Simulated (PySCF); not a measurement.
## Trend along group 13: MB cations

PBE0 with double-zeta basis sets in PySCF, for the lowest determinant that a PBE0 search found; no spin–orbit coupling. De refers to high-spin ground-configuration atoms (the charge goes to the atom of lower measured ionisation energy or higher electron affinity, which is not always the lowest computed limit). A positive dipole points towards B; it is taken about the centre of mass and depends on that origin.

```json
{"M": "B", "basis": "6-31G(d,p)", "charged atom": "B+", "state (unpaired electrons)": "doublet (σ ↑)", "Re (Å)": "2.175", "ωe (cm⁻¹)": "403", "De (eV)": "2.50", "μ (D)": "n/a"}
{"M": "Al", "basis": "aug-cc-pV(D+d)Z/aug-cc-pVDZ", "charged atom": "Al+", "state (unpaired electrons)": "doublet (σ ↑)", "Re (Å)": "2.741", "ωe (cm⁻¹)": "245", "De (eV)": "0.96", "μ (D)": "0.43"}
{"M": "Ga", "basis": "x2c-SVPall", "charged atom": "Ga+", "state (unpaired electrons)": "doublet (σ ↑)", "Re (Å)": "2.750", "ωe (cm⁻¹)": "216", "De (eV)": "0.88", "μ (D)": "2.29"}
{"M": "In", "basis": "def2-SVP", "charged atom": "In+", "state (unpaired electrons)": "doublet (σ ↑)", "Re (Å)": "2.984", "ωe (cm⁻¹)": "191", "De (eV)": "0.70", "μ (D)": "2.58"}
{"M": "Tl", "basis": "aug-cc-pVDZ-PP/aug-cc-pVDZ", "charged atom": "Tl+", "state (unpaired electrons)": "doublet (σ ↑)", "Re (Å)": "3.086", "ωe (cm⁻¹)": "175", "De (eV)": "n/a", "μ (D)": "2.92"}
```

The shortest bond is that of B₂⁺ (2.175 Å), the longest that of TlB⁺ (3.086 Å).

The rows differ in basis set, which adds steps of its own.

Down a group the atoms grow and get heavier, so bonds lengthen and wavenumbers fall; this series shows no clear exception.

These are scalar-relativistic numbers at best; spin–orbit coupling would shift them, the dissociation energy most. For an ion De counts to the pair picked by the measured ionisation energies or electron affinities, which need not be the lowest pair at this level. States were picked by a PBE0 search and need not be the measured ground states.
